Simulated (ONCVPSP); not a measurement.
# Transferability test, ONCV potential for titanium

* Element: titanium
* Generator: ONCVPSP 4.0.1
* Type: optimised norm-conserving Vanderbilt (ONCV)
* Functional: LDA (Perdew-Zunger)
* Relativity: scalar-relativistic
* Frozen core: [Ne]
* Valence charge: 12
* Reference configuration: 3s2 3p6 3d2 4s2
* Partial waves: 3s+4s: rc 1.50 bohr, ncon 3, nbas 8, qcut 8.9 1/bohr, 2 projectors; 3p: rc 1.55 bohr, ncon 3, nbas 8, qcut 8 1/bohr, 2 projectors, debl 2 Ha; 3d: rc 1.20 bohr, ncon 4, nbas 8, qcut 7.2 1/bohr, local; f scattering state at 0.13 Ha: rc 1.20 bohr, ncon 4, nbas 8, qcut 8.1 1/bohr, 2 projectors, debl 2 Ha
* Local potential: the d channel
* Core correction: Teter function, fcfact 3.5, rcfact 1.45

Energies are relative to the spin-unpolarised reference configuration 3s2 3p6 3d2 4s2; without spin polarisation the order of configurations can differ from experiment.

| valence configuration | charge | ΔE all-electron (eV) | error AE − PS (meV) |
| --- | --- | --- | --- |
| 3s2 3p6 3d2 4s0 | +2 | 21.336 | -1.3 |
| 3s1 3p6 3d2 4s2 | +1 | 69.306 | -113 |

What are ΔE and the potential's error for 3s2 3p6 3d2 4s1?

ΔE = 7.536 eV all-electron; the error (AE − PS) is -0.4 meV.

What are ΔE and the potential's error for 3s2 3p6 3d1 4s0?

ΔE = 48.525 eV all-electron; the error (AE − PS) is +8.4 meV.

Levels in the configuration 3s2 3p6 3d2 4s1:

```csv
level,all-electron (eV),pseudo (eV)
3s,-69.629,-69.636
3p,-46.152,-46.156
3d,-11.641,-11.644
4s,-10.601,-10.600
```

Note: ghosts flagged at negative energy: s at -203.0 eV; no localised positive-energy state flagged. A true bound ghost makes a file unfit for plane-wave use.
